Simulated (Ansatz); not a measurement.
Two members of one family (Series ZrCl2X2), computed with Ansatz in the gas phase; def2 core potentials for Zr, no spin–orbit coupling. The two geometries come from different levels. Names give formal oxidation states. A dash marks a value that wasn't run or was left out as unsound. The structures are stationary points that may keep the symmetry of their start. Remarks come from the PBE and PBE0 runs and from stability tests at other levels; not every state was tested. HOMO above LUMO (over both spins in singlets and doublets, within one spin in higher multiplets; at PBE or PBE0), or a gap under 0.15 eV within one spin, warns that the state may not be the lowest or that an electron is smeared out.

First: Zr(OH)2Cl2 (singlet, charge 0, r2SCAN-D4/def2-SVP geometry).

Cartesian coordinates in Å:
```
Zr 0.1493 -0.1570 0.3537
O 0.7950 1.4190 -0.4910
H 1.0482 2.1982 -0.9911
O -1.2765 -0.9131 -0.6513
H -1.9825 -1.2148 -1.2269
Cl -0.6463 0.4021 2.5155
Cl 1.9128 -1.7345 0.4911
```

```
              level  HOMO (eV)  LUMO (eV)  gap (eV)  vertical IE (eV)  vertical triplet (eV)
    PBE-D4/def2-SVP      -7.33      -1.87      5.46                 –                      –
   PBE-D4/def2-TZVP      -7.52      -2.14      5.38             10.36                   5.56
  PBE-D4/def2-TZVPD      -7.58      -2.24      5.34                 –                      –
r2SCAN-D4/def2-TZVP      -7.91      -2.00      5.91             10.65                   5.79
  ωB97X-V/def2-TZVP     -11.32       0.82     12.14                 –                      –
```

Metal–donor distances: 2 × O 1.90 Å, 2 × Cl 2.37 Å. Remarks: gap within one spin near zero at PBE or PBE0 (+1 doublet), gap within one spin near zero at PBE or PBE0 (triplet).

Second: Zr(NH2)2Cl2 (singlet, charge 0, B3LYP-D4/def2-SVP geometry).

```csv
atom,x (Å),y (Å),z (Å)
Zr1,-0.5985,-0.0013,0.3031
N2,-0.0266,1.1823,-1.2236
H3,-0.1775,0.9890,-2.2139
H4,0.3615,2.1220,-1.1325
N5,1.0038,-1.1624,0.7105
H6,1.9133,-1.1598,0.2525
H7,1.0142,-1.8722,1.4446
Cl8,-2.3982,-1.4089,-0.3686
Cl9,-1.0920,1.3114,2.2280
```

**Question.** Estimate the same table for the second.

**Answer.** 
```tsv
level	HOMO (eV)	LUMO (eV)	gap (eV)	vertical IE (eV)	vertical triplet (eV)
PBE-D4/def2-SVP	-6.25	-2.07	4.18	–	–
PBE-D4/def2-TZVP	-6.45	-2.30	4.15	9.29	4.50
PBE-D4/def2-TZVPD	-6.51	-2.38	4.13	–	–
r2SCAN-D4/def2-TZVP	-6.76	-2.14	4.62	9.45	4.65
ωB97X-V/def2-TZVP	-10.26	0.70	10.95	–	–
```

Metal–donor distances: 2 × N 2.01 to 2.02 Å, 2 × Cl 2.38 Å. Remarks: gap within one spin near zero at PBE or PBE0 (+1 doublet), gap within one spin near zero at PBE or PBE0 (triplet).
